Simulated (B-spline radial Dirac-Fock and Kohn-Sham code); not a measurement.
## Levels of muonic ⁸²Se

Nucleus: ⁸²Se, Fermi distribution (skin thickness 2.3 fm), rms radius 4.14 fm (measured, Angeli and Marinova 2013).

The computed values come from a radial atomic solver: the Dirac equation of a negative muon with reduced mass in the field of a spherical finite nucleus, with the Uehling potential to all orders; nuclear polarisation, deformation, hyperfine structure, self-energy, higher-order vacuum polarisation, relativistic recoil and electron screening are left out.

```tsv
level	binding (keV)	point nucleus, no QED (keV)	vacuum polarisation (keV)	⟨r⟩ (fm)
1s1/2	2776	3299	19.265	13.2
2s1/2	757.2	828.0	3.510	48.4
2p1/2	829.2	828.0	3.855	36.7
2p3/2	817.6	815.0	3.680	37.4
3s1/2	345.2	366.6	1.117	106.3
3p1/2	366.8	366.6	1.155	92.5
3p3/2	363.4	362.7	1.111	93.5
3d3/2	363.6	362.7	0.895	78.3
3d5/2	362.3	361.5	0.882	78.7
4d3/2	204.3	204.0	0.354	157.0
4d5/2	203.8	203.4	0.349	157.5
4f5/2	203.7	203.4	0.268	135.0
4f7/2	203.4	203.2	0.267	135.3
```

Question: By how much does the finite nuclear size lower the 1s binding energy?

Answer: By 542.7 keV, 16.45 % of the point-nucleus value (point value plus vacuum polarisation less the binding energy). The 1s orbit has ⟨r⟩ = 13.2 fm.
